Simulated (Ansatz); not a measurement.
A run for Ansatz (a program for electronic structure): R-BHLYP/def2-TZVPP on COS (SMILES O=C=S).

Ansatz 0.2 input:
```yaml
crystal:
  periodic: [false, false, false]
  atoms:
    - {symbol: O, position_ang: [1.21645987, -0.19587762, 0.38548342]}
    - {symbol: C, position_ang: [0.12774024, -0.02056873, 0.04048005]}
    - {symbol: S, position_ang: [-1.34420011, 0.21644634, -0.42596347]}
basis:
  gaussian:
    orbitals: def2-TZVPP
hamiltonian:
  xc: {name: BHLYP}
scf: {lower_state_search: off}
```

Program output:

```
WARN ansatz: RAYON_NUM_THREADS=1 ignored (pool sized by the plan → 1); use --threads N
Functional definition: BHLYP
these checks for a lower state are left out or cut short: stability, starts, cluster_reference, orbital_swaps, neighbouring_geometries, increment
integrals: 0.03 GiB planned
733 factors; their error is unknown
mean field: 0.27 GiB planned
mean field evaluation 1: about -13917.1880 eV, gradient 3.6e1 eV
mean field evaluation 2: about -13912.6078 eV, gradient 6.2e1 eV
mean field evaluation 4: about -13919.5139 eV, gradient 1.6e0 eV
mean field evaluation 8: about -13919.5698 eV, gradient 4.2e-2 eV
mean field evaluation 16: about -13919.5698 eV, gradient 6.7e-6 eV
mean field -13919.56984409 eV, -511.5347567470 hartree, gradient 6.7e-6 eV, S^2 0.000000; 0 other end points of the search recorded, 0 dependent functions left out
reference -13919.56996199 eV, -511.5347610796 hartree; 15, 15 occupied and 89, 89 virtual orbitals, 733 factors
Total energy: -13919.56996199 eV, -511.5347610796 hartree
Checks for a lower state left out: stability, starts, cluster_reference, orbital_swaps, neighbouring_geometries, increment
```

The calculation finished and met its thresholds.

Cost: around 0.8 core-seconds (rough).
